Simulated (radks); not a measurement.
Values are calculated unless marked as measured or tabulated.
Problem. These are the eigenvalues of the occupied orbitals of an atom or ion with whole-number occupations (eV). Code: a radial shooting solver on a logarithmic mesh with Libxc functionals. Model: Dirac Kohn-Sham, LDA (Slater exchange, Perdew-Wang correlation), spin-unpolarised, spherical densities, point nucleus.

| orbital | eigenvalue |
|---|---|
| 1s1/2 | -53566.14 |
| 2s1/2 | -8926.631 |
| 2p1/2 | -8493.124 |
| 2p3/2 | -7693.760 |
| 3s1/2 | -1995.654 |
| 3p1/2 | -1806.221 |
| 3p3/2 | -1640.276 |
| 3d3/2 | -1313.679 |
| 3d5/2 | -1277.404 |
| 4s1/2 | -404.0484 |
| 4p1/2 | -329.3766 |
| 4p3/2 | -292.1506 |
| 4d3/2 | -169.0231 |
| 4d5/2 | -162.2895 |
| 5s1/2 | -61.4095 |
| 5p1/2 | -40.9299 |
| 5p3/2 | -35.9637 |
| 4f5/2 | -16.1602 |
| 4f7/2 | -15.2684 |
| 6s1/2 | -11.1939 |
| 6p1/2 | -7.4069 |

Which element is it, and in what charge state? The configuration may be excited. Open shells, if any, fill j = l - 1/2 first.

Solution. Z = 66, dysprosium, charge +1: Dy+ in [Kr] 4d10 4f10 5s2 5p5 6s1 6p1. The list shows which subshells hold electrons but not how many an open one holds; the 1s level, -1968.5 hartree, gives Z - s = 62.7 by -(Z - s)^2/2, which with screening and relativity narrows Z to a few neighbours, and the depths of the outer levels then fix element, charge and occupations together.
